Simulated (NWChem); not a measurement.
BHIF; SMILES B(F)I

Program: NWChem. def2 effective core potentials on I; no spin-orbit coupling. Each level has its own optimisation; frequencies are unscaled.

For level Hartree-Fock/3-21G (all-electron, non-relativistic):

```
Quantity                           Value
---------------------------------  -----
r B–F (Å)                          1.335
r B–H (Å)                          1.172
r B–I (Å)                          2.191
highest harmonic frequency (cm⁻¹)   2906
```

**Question.** How do the values read with level CAM-B3LYP/def2-SVP (core potentials) instead?

**Answer.** 
| Item | Result |
|---|---|
| r B–F (Å) | 1.306 |
| r B–H (Å) | 1.200 |
| r B–I (Å) | 2.126 |
| highest harmonic frequency (cm⁻¹) | 2693 |
